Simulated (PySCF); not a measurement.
W(OH)(H)5 (H6OW), SMILES [OH][WH5], multiplicity 1. Geometry: PBE0-D3(BJ)/def2-TZVP. The spin state was assumed, not searched. The structure was generated by enumeration; whether it is a known compound was not checked. The def2 effective core potentials stand for the cores of W; spin–orbit coupling is left out.

Computed equilibrium geometry at PBE0-D3(BJ)/def2-TZVP (PySCF confirms it by a frequency run) as a Z-matrix, and its point group:
point group Cs.
```
W
O 1 1.8718
H 2 0.9585 1 136.17
H 1 1.6483 2 88.05 3 -29.87
H 4 1.6407 1 60.15 2 88.88
H 1 1.6860 4 61.91 5 -72.16
H 1 1.7118 4 70.31 5 -148.90
H 1 1.7118 4 121.74 5 -34.88
```
Charge 0, spin multiplicity 1.
